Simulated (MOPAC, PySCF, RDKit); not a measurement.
Relaxed torsion scan: SMILES CC(C)(C[CH2][GeH3])C (C6H16Ge). Scanned: dihedral C2–C5–C6–Ge7; all other coordinates were relaxed at GFN2-xTB. Points at φ and −φ are mirror images. Heavy atoms are numbered in the order of the SMILES CC(C)(C)C[CH2][GeH3], hydrogens after them in the order of the atoms that carry them; the mirror image has the same energies with the sign of each dihedral reversed. Each profile is relative to its own lowest point.

| φ / ° | A | B | C |
|---|---|---|---|
| -150 | 5.1 | 9.1 | 2.7 |
| -120 | 12.1 | 17.2 | 5.1 |
| -90 | 12.4 | 16.2 | 4.9 |
| -60 | 13.2 | 32.7 | 9.6 |
| -30 | 26.2 | 65.2 | 22.9 |
| 0 | 40.5 | 87.7 | 32.7 |
| 30 | 26.2 | 65.2 | 22.9 |
| 60 | 13.2 | 32.7 | 9.6 |
| 90 | 12.4 | 16.2 | 4.9 |
| 120 | 12.1 | 17.2 | 5.1 |
| 150 | 5.1 | 9.1 | 2.7 |
| 180 | 0.0 | 0.0 | 0.0 |

Energies in kJ/mol.

Problem. Match the curves with the methods MOPAC with PM7, restricted, heats of formation // GFN2-xTB; restricted MP2 (frozen core)/6-31G*, spherical d // GFN2-xTB (PySCF); UFF // GFN2-xTB (RDKit).

Solution. A is RMP2/6-31G*; B is UFF; C is PM7.
